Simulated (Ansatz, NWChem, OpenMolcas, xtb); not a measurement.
# Ligand exchange: SnH3Br + CH3F → SnH3(CH3) + BrF

Gas-phase species: SnH3Br `[Br][SnH3]`, singlet; CH3F (fluoromethane) `CF`, singlet; SnH3(CH3), singlet; BrF, singlet. The partners trade Br for CH3: Sn–Br and F–CH3 bonds give way to Sn–CH3 and F–Br.

Shapes, held fixed at every level: PBE0-D4/def2-TZVP. Programs: Ansatz 0.2.0, NWChem 7.3.0, OpenMolcas 26.06, xtb 6.7.1. A level may come from different programs for different species; with the same settings they agree closely. The zero-point and thermal change to 298 K, harmonic and unscaled (PBE0-D4/def2-TZVP), is -6.6 kJ/mol.

| level | kind | ΔH(298 K) (kJ/mol) | less CCSD(T)/def2-TZVPP |
| --- | --- | --- | --- |
| GFN0-xTB | semi-empirical | +161.4 | -97.3 |
| HF/def2-SVP | Hartree–Fock | +325.7 | +67.0 |
| PBE-D4/def2-TZVPP | GGA | +244.7 | -14.0 |
| BHLYP-D4/def2-TZVPP | global hybrid | +281.2 | +22.5 |
| B2PLYP/def2-TZVPP | double hybrid | +262.4 | +3.7 |
| MP2/def2-SVP | perturbation theory | +291.1 | +32.4 |
| CCSD(T)/def2-SVP | coupled cluster or CI | +281.1 | +22.4 |
| CCSD/def2-SVP | coupled cluster or CI | +287.1 | +28.4 |
| CCSD(T)/def2-TZVPP | coupled cluster or CI | +258.7 | 0.0 |

The highest level, CCSD(T)/def2-TZVPP, gives ΔH(298 K) = +258.7 kJ/mol; the levels span +161.4 to +325.7. GFN0-xTB strays far from the other rows. The column of differences is taken from that level and isn't an error. No measured value is set beside it here. For atoms past krypton def2 sets carry core potentials with scalar relativity. Relativity is left out for Br. Outer-core shells of Br, Sn are correlated, in sets that cover them unevenly.
